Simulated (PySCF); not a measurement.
## Structure from NMR data

An unknown has the formula C₅H₁₁ClSi₂. Its calculated NMR data are:

$^{1}$H NMR (400 MHz, computed): δ 5.58 (m, 1H), 4.83 (s, 2H), 3.99 (m, 1H), 3.95 (m, 1H), 1.76 (s, 3H), 0.34 (m, 3H).

$^{13}$C{$^{1}$H} NMR (computed): δ 221.0, 92.5, 75.7, 18.6, -11.0.

Level of theory: geometry: GFN2-xTB, shielding tensors at PBE0/pcSseg-1 (GIAO), in PySCF 2.14.0 with density-fitted response routines (non-relativistic Hamiltonian, a single conformation, no solvent, rapidly exchanging positions averaged).

References, each an isolated molecule treated in the same way: $^{1}$H (σref 31.72) and $^{13}$C (σref 186.93) vs TMS.

What is the structure?

Answers


- Rings plus π bonds: 2 (no ring in the answer).
- 5 carbon signals for 5 carbons: no two carbons are equivalent.
- Carbon types of the structure: 2 × C, 1 × CH2, 2 × CH3, leaving 3 H on heteroatoms.
- δC 221.0: central carbon of an allene; the central sp carbon of an allene is among the most deshielded carbons of hydrocarbons.
- δC 92.5, 75.7: terminal carbon of a cumulated C=C=C unit.
- δC 18.6: allylic methyl carbon; saturated and bonded to C and H only.
- δC -11.0: methyl carbon bonded to Si; an electropositive neighbour leaves it electron-rich and shielded.
- δH 4.83: hydrogen on a terminal carbon of a cumulated C=C=C unit; attached to an sp2 carbon and in the plane of the double bond.
- δH 1.76: hydrogen on an allylic methyl carbon; allylic position.
- δH 0.34: hydrogen on a methyl carbon bonded to Si; an electropositive neighbour shields it, as in TMS itself.

Structure: SMILES [SiH2]([Si@@H](C(=C=C)C)Cl)C.

The shifts were computed for this structure.

Shifts are as computed. Against solution values, carbons near 30 ppm lie about +3 ppm off and those near 130 ppm about +5 ppm. Of 1211 compounds with measured shifts, 218 miss one by over three times the rms of a fit or turn the order of signals round; such compounds aren't used in these exercises. No couplings were computed; multiplicities are counted from neighbouring protons, with m where these are inequivalent, close in shift, in a saturated or five-membered ring or joined by F or P, and br s for small geminal =CH2 splittings.
